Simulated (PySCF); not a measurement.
A thermochemical cycle for InH

PBE0 in PySCF with def2-TZVP on every atom (core potentials on In), for the lowest determinant that a PBE0 search found; no spin–orbit coupling. InH, a singlet (closed shell), has De = 2.62 eV to neutral atoms, and InH⁺, a doublet (σ ↑), has De = 0.32 eV to In⁺ + H.

At the same level the In atom ionises at 5.62 eV.

Question: What is the adiabatic ionisation energy of the molecule, and does ionisation strengthen or weaken the bond?

Answer: IE = IE(In) + De(neutral) − De(ion) = 5.62 + 2.62 − 0.32 = 7.92 eV. De changes by -2.30 eV, so ionisation weakens the bond.

Weak bonds: InH⁺. Basis-set superposition, not corrected here, can be much of De in a small basis, most of all at correlated wavefunction levels. Spin–orbit coupling is left out, which matters for elements this heavy, above all for dissociation energies. For an ion De counts to the pair picked by the measured ionisation energies or electron affinities, which need not be the lowest pair at this level. States were picked by a PBE0 search and need not be the measured ground states.
